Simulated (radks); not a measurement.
Spherical quantum dot in the effective-mass picture: electrons in a hard-walled sphere of radius 10, with a point charge +1 (a donor) at the centre, all in effective atomic units (hartree* = m*/eps^2 hartree, bohr* = eps/m* bohr), one dielectric constant everywhere. Method: non-relativistic Kohn-Sham, PBEsol, spin-polarised, spherical densities; computed with a radial shooting solver with Libxc functionals. Levels are named by radial order and angular momentum (1s, 1p, 1d, 2s, ...), and open shells are averaged over m. Results are scaled to m* = 0.211 and eps = 6.9, for which hartree* = 120.6 meV and bohr* = 1.73 nm.

N = 6, configuration 1s2 1p(up 3, down 0) 2s(up 1, down 0). This is the lowest configuration that the search found. Occupied and some empty levels:

level,occupation,eigenvalue (meV),<r> (nm)
1s up,1,70.196,5.959
1s down,1,75.776,8.197
2s up,1,77.065,8.914
1p up,3,77.122,11.75
1p down,0,81.545,11.45
1d up,0,82.938,12.19
2s down,0,84.776,7.126
1d down,0,87.725,12.01
1f up,0,90.785,12.55
1f down,0,95.843,12.44
1g up,0,100.50,12.85
2p up,0,105.46,8.780
1g down,0,105.75,12.78
2p down,0,107.85,8.944

Energy (meV): total 134.372, kinetic 117.99, external -226.98, Hartree 352.98, exchange-correlation -109.62.

Electron density:

r (nm),n(r) (e/nm^3)
1.29,0.01422
2.59,0.003681
3.88,0.001136
5.18,0.0004753
6.48,0.0003223
7.78,0.0003234
9.07,0.0003750
10.4,0.0004239
11.7,0.0004248
13.0,0.0003511
14.3,0.0002128
15.6,0.00007389
16.9,4.737e-06
